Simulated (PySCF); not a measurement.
## Polarisability and C₆ of Re³⁺ (rhenium, charge +3)

[Xe] 4f14 5d4, high-spin 5D determinant. Computed with PySCF 2.14 in def2-QZVPPD with the def2 core potential (60 electrons), with a scalar-relativistic core potential. Coupled (time-dependent) response in atomic units; α is the mean over directions.

| method | mean α (bohr³) | α xx, yy, zz | C₆ (like pair) | S(−4) |
| --- | --- | --- | --- | --- |
| UHF | 6.921 | 6.562, 6.562, 7.637 | 36.05 | 11.91 |
| PBE | 7.515 | 7.207, 7.207, 8.130 | 39.39 | 15.78 |
| PBE0 | 7.283 | 6.961, 6.961, 7.926 | 38.11 | 14.14 |

S(−4) is the Cauchy moment in α(ω) = α(0) + S(−4) ω² + …

Spin-orbit coupling is absent.

α(iu) at PBE:

```tsv
u (hartree)	α(iu) (bohr³)
0	7.515
0.0500	7.476
0.100	7.363
0.200	6.966
0.300	6.446
0.500	5.387
0.750	4.307
1.00	3.496
1.50	2.403
2.00	1.729
3.00	0.9924
5.00	0.4323
```

A single London oscillator, α(iu) = α/(1 + u²/ω²), gives C₆ = (3/4) ω α². Matching the computed C₆ needs ω = 4 × 39.39 / (3 × 7.515²) = 0.930 hartree.

For an ion, C₆ is the dispersion term alone; charge-induced terms of lower order in 1/R come first.

The components differ because the open shell of this determinant is not spherical; for a pure term their mean is the scalar polarisability.

Energies and moments cover only the electrons outside the core potential. Spin-orbit coupling, absent here, splits the open shell strongly.
